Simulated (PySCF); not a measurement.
Gas-phase equilibrium of 1 mol N2O, 14 mol N2 at 1600 K and 0.133 bar, among 8 species (O2, N2, O, NO, O3, N, N2O, NO2). Only gases are allowed; each row takes one source of thermochemistry for all species, and Cantera finds the minimum.

Energies from PySCF, thermal terms from the rigid-rotor harmonic-oscillator model, ideal gas at 1 bar. The comparison is the NASA 1993 polynomial table, which mixes measured and estimated data. † marks an energy on the PBE0/def2-TZVP geometry and frequencies; other levels use their own. MP2 freezes the core. 6-31G* has spherical d functions here. Open shells (unrestricted) among the columns below: O2 (multiplicity 3), O (multiplicity 3, electronic degeneracy 9), NO (multiplicity 2, electronic degeneracy 4), N (multiplicity 4); the rest are closed-shell singlets. Spin-orbit splitting is ignored; it lowers the true energy and changes the entropy of O, NO. MP2 isn't extrapolated to the basis-set limit. The harmonic model lacks anharmonicity and excited electronic states, which grow with temperature; levels with a mode under 35 cm⁻¹ are left out.

Molecules larger than those listed are left out. Table species left out: NO3.

Mole fractions:

```tsv
thermochemistry	x N2	x O	x O2	x NO	x N
table	0.97	7.1e-6	0.032	0.00083	1.8e-12
HF/6-31G*	0.94	0.062	8.5e-7	7.5e-6	0.00032
HF/def2-TZVP†	0.94	0.062	3.1e-6	1.1e-5	9.6e-5
MP2/def2-SVP†	0.97	9.0e-6	0.032	0.00036	9.1e-12
PBE0/def2-SVP†	0.97	2.8e-6	0.032	0.0013	3.8e-12
ωB97M-V/def2-TZVP†	0.97	5.1e-6	0.032	0.00082	1.4e-12
ωB97X-V/def2-TZVP†	0.97	3.0e-6	0.032	0.00099	1.4e-12
```
The most sensitive of these is N: it spans a factor of 10^8.4 over these rows; at this temperature one factor of ten is RT ln 10 = 31 kJ/mol.
